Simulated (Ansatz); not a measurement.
Z-matrix (Å, degrees):
```
Ge
C 1 1.972
N 1 1.860 2 99.6
H 1 1.538 2 113.1 3 -112.7
H 1 1.544 2 114.1 3 119.7
O 2 1.409 1 108.1 3 33.5
H 2 1.099 1 109.7 3 -88.7
H 2 1.092 1 111.2 3 152.7
H 3 1.011 1 114.7 2 97.4
H 3 1.010 1 114.5 2 -136.7
H 6 0.971 2 106.7 1 -31.8
```

The species carries charge 0 and has multiplicity 1.

Problem. List the PBE0/def2-TZVPP orbital energies in eV (Ansatz 0.2.0). (Estimate.)

Solution. Computed: Occupied: -10859.94, -1358.18, -1208.00, -1207.99, -1207.98, -522.25, -391.11, -279.17, -170.94, -120.75, -120.73, -120.69, -33.64, -33.58, -33.54, -33.50, -33.50, -28.29, -23.69, -18.76, -15.41, -13.72, -13.29, -12.17, -11.72, -10.67, -9.53, -8.49, -7.86, -7.23. Lowest empty: 0.23, 1.27, 1.55, 1.93, 2.40, 2.81, 3.01, 3.34.
